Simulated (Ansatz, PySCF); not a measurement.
System: CH$_{5}$O$_{3}$Si (charge 0, doublet). It need not be the lowest isomer of its formula. 
Coordinates optimised at B3LYP-D3(BJ)/def2-TZVP (Ansatz, a first-principles code):
```
Si
O 1 1.6339
H 2 0.9606 1 118.04
O 1 1.6461 2 105.81 3 -30.72
H 4 0.9609 1 117.34 2 159.16
O 1 1.6649 2 115.74 3 89.37
C 1 1.8587 2 108.08 3 -156.41
H 7 1.0894 1 111.90 2 -179.64
H 7 1.0899 8 108.84 1 -123.17
H 7 1.0933 8 108.90 9 -117.98
```
Charge 0, spin multiplicity 2.

Total electronic energies in hartree. Cores are frozen in the correlated levels unless marked. Open shells are spin-unrestricted. Spin-orbit coupling is left out. Non-relativistic. CBS marks a two-point X^-3 extrapolation of the correlation energy; Hartree-Fock from the larger set. The bracket is a focal-point correction in the basis named.

```tsv
level	program	energy (Eh)
HF/6-31G	Ansatz	-554.21208
HF/def2-TZVPD	PySCF	-554.55671
PBE/def2-TZVPD	PySCF	-556.04893
revPBE-D3(BJ)/def2-TZVPD	Ansatz + dftd3	-556.35881
r2SCAN/def2-TZVPD	Ansatz	-556.34107
PBE0/STO-3G	Ansatz	-548.91143
PBE0-D4/def2-TZVPD	Ansatz + dftd4	-556.09010
BHLYP-D3(BJ)/def2-TZVPD	Ansatz + dftd3	-556.38049
CAM-B3LYP-D4/def2-TZVPD	Ansatz + dftd4	-556.42026
LC-wPBE/def2-TZVPD	Ansatz	-556.24898
B2GP-PLYP-D3(BJ)/def2-TZVPD	Ansatz + dftd3	-556.11118
MP2/6-31G*	Ansatz	-555.08825
MP2/cc-pV(D+d)Z	Ansatz	-555.17847
CCSD(T)/6-31G	Ansatz	-554.71893
RI-MP2/CBS(cc-pV(T+d)Z,cc-pV(Q+d)Z)+[CCSD(T)-MP2]/cc-pV(T+d)Z	Ansatz	-555.7378
```

Totals of different functionals don't rank their quality; only differences between species are comparable.
